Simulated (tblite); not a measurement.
C5H8NS (doublet state).
Z-matrix (Å and degrees, GFN2-xTB geometry), rows numbered from 1:
```
C 
C   1  1.2896
C   2  1.3414  1  173.17
S   3  1.7184  2  114.39  1   -14.86
N   3  1.3624  2  123.46  1   166.49
C   5  1.4362  3  121.66  2  -172.78
C   5  1.4387  3  120.30  2    -8.41
H   1  1.0819  2  122.19  3   108.81
H   1  1.0820  2  122.46  3   -71.35
H   6  1.0959  5  111.28  3   101.01
H   6  1.0885  5  109.23  3   -19.11
H   6  1.0918  5  109.52  3  -138.78
H   7  1.0965  5  111.40  3   -97.29
H   7  1.0920  5  109.38  3   142.86
H   7  1.0886  5  109.75  3    23.25
```

Computed geometry: GFN2-xTB, gas phase. This method treats the open shell by occupation alone, without spin polarisation.

Masses are those of the commonest isotopes; rigid-rotor values at the optimised geometry. The values belong to one conformer with, in the numbering `[CH2:1]=[C:2][C:3](=[S:4])[N:5]([CH3:6])[CH3:7]`, C2–C3–N5–C6 -173°.

What are A, B and C (MHz)?

Ia = 198.26, Ib = 244.61, Ic = 432.73 u·Å²; 505379 MHz·u·Å²/I gives A = 2549, B = 2066, C = 1168 MHz.

What kind of rotor is it?

An asymmetric top: κ = (2 × 2066 − 2549 − 1168)/(2549 − 1168) = 0.30.

Is it planar, by Δ = Ic − Ia − Ib?

Not planar: Δ = Ic − Ia − Ib = -10.15 u·Å². For a rigid frame Δ = −2 Σ m c², so Σ m c² = 5.07 u·Å² lies off the ab plane: 4.88 from hydrogen and 0.20 from heavier atoms. The atom farthest from that plane is 1.06 Å away.

Give the coordinates in the principal-axis frame, origin at the centre of mass.

The sense of each axis is arbitrary; atoms in the order of the calculation.
```json
{"atom": "C1", "mass (u)": "12.000", "a (Å)": "2.445", "b (Å)": "-1.291", "c (Å)": "-0.033"}
{"atom": "C2", "mass (u)": "12.000", "a (Å)": "1.303", "b (Å)": "-0.695", "c (Å)": "0.021"}
{"atom": "C3", "mass (u)": "12.000", "a (Å)": "0.192", "b (Å)": "0.057", "c (Å)": "0.032"}
{"atom": "S4", "mass (u)": "31.972", "a (Å)": "0.481", "b (Å)": "1.751", "c (Å)": "-0.006"}
{"atom": "N5", "mass (u)": "14.003", "a (Å)": "-1.066", "b (Å)": "-0.462", "c (Å)": "0.096"}
{"atom": "C6", "mass (u)": "12.000", "a (Å)": "-2.231", "b (Å)": "0.365", "c (Å)": "-0.048"}
{"atom": "C7", "mass (u)": "12.000", "a (Å)": "-1.273", "b (Å)": "-1.880", "c (Å)": "-0.025"}
{"atom": "H8", "mass (u)": "1.008", "a (Å)": "2.971", "b (Å)": "-1.610", "c (Å)": "0.857"}
{"atom": "H9", "mass (u)": "1.008", "a (Å)": "2.944", "b (Å)": "-1.508", "c (Å)": "-0.968"}
{"atom": "H10", "mass (u)": "1.008", "a (Å)": "-2.654", "b (Å)": "0.284", "c (Å)": "-1.056"}
{"atom": "H11", "mass (u)": "1.008", "a (Å)": "-1.958", "b (Å)": "1.403", "c (Å)": "0.134"}
{"atom": "H12", "mass (u)": "1.008", "a (Å)": "-2.988", "b (Å)": "0.059", "c (Å)": "0.676"}
{"atom": "H13", "mass (u)": "1.008", "a (Å)": "-1.550", "b (Å)": "-2.159", "c (Å)": "-1.048"}
{"atom": "H14", "mass (u)": "1.008", "a (Å)": "-2.077", "b (Å)": "-2.188", "c (Å)": "0.647"}
{"atom": "H15", "mass (u)": "1.008", "a (Å)": "-0.361", "b (Å)": "-2.410", "c (Å)": "0.248"}
```

For this open shell read J as N, the rotation without spin; fine and hyperfine splittings come on top. Its GFN2-xTB frequencies are all real (lowest 64 cm⁻¹). These are rigid-rotor constants of the computed structure; measured ground-state constants (B0) also hold zero-point vibration.

The run took 1.3 s of wall time on Arm Neoverse N1, one thread, on a shared host. That covers the optimisation of the geometry.
